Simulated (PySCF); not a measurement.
# W²⁺ (tungsten, charge +2) across methods

[Xe] 4f14 5d4, high-spin 5D determinant. Computed with PySCF 2.14 in aug-cc-pVQZ-PP with ECP60MDF (7s7p6d4f3g2h, 135 functions), with scalar relativity through the core potential.

| method | E (hartree) | mean ε 5p α (eV) | mean ε 5p β (eV) | mean ε 5d α (eV) | Σ⟨r²⟩ (bohr²) | ⟨S²⟩ |
| --- | --- | --- | --- | --- | --- | --- |
| TPSSh | -66.4056 | -61.319 | -58.302 | -21.474 | 29.72 | 6.001 |
| UHF | -65.91413 | -71.527 | -64.836 | -26.028 | 29.55 | 6.004 |
| PBE | -66.4343 | -59.826 | -57.322 | -21.022 | 29.90 | 6.001 |
| MN15 | -66.3204 | -62.636 | -60.133 | -22.881 | 29.92 | 6.001 |
| PBE0 | -66.4114 | -62.945 | -59.491 | -22.420 | 29.69 | 6.001 |
| LDA | -66.2344 | -59.812 | -57.389 | -21.104 | 30.16 | 6.000 |
| r2SCAN | -66.4479 | -61.217 | -57.935 | -21.256 | 29.61 | 6.002 |

**Question.** Estimate the same row for BHandHLYP.

**Answer.** E (hartree) = -66.3217; mean ε 5p α (eV) = -65.952; mean ε 5p β (eV) = -61.640; mean ε 5d α (eV) = -23.568; Σ⟨r²⟩ (bohr²) = 29.62; ⟨S²⟩ = 6.001.

Energies and moments cover only the electrons outside the core potential. Spin-orbit coupling, absent here, splits the open shell strongly.
